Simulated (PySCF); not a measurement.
GeFCl2Br, SMILES [F][Ge]([Cl])([Cl])[Br].

The structure is a stationary point at PBE-D3(BJ)/def2-SVP.

Two levels are set side by side: PBE/def2-TZVP (PySCF) and CAM-B3LYP/def2-TZVP (PySCF). Same geometry, gas phase. Differences are taken from unrounded values.

```tsv
quantity	CAM-B3LYP	PBE	PBE minus CAM-B3LYP
orbital gap (eV)	9.05	4.40	-4.64
highest occupied level (eV)	-10.70	-7.99	2.71
lowest empty level (eV)	-1.65	-3.59	-1.94
dipole moment (D)	1.15	1.05	-0.10
mean polarisability (bohr³)	69.5	72.8	3.3
```

Without exact exchange PBE keeps part of each electron's self-repulsion, which lifts occupied levels and narrows the gap. Loosely held outer electrons make PBE densities more polarisable. Differences between two approximate levels are no errors against the true value.

Rough cost on one machine, each run with all the roots and properties that it gave: CAM-B3LYP against PBE within a factor of 2.
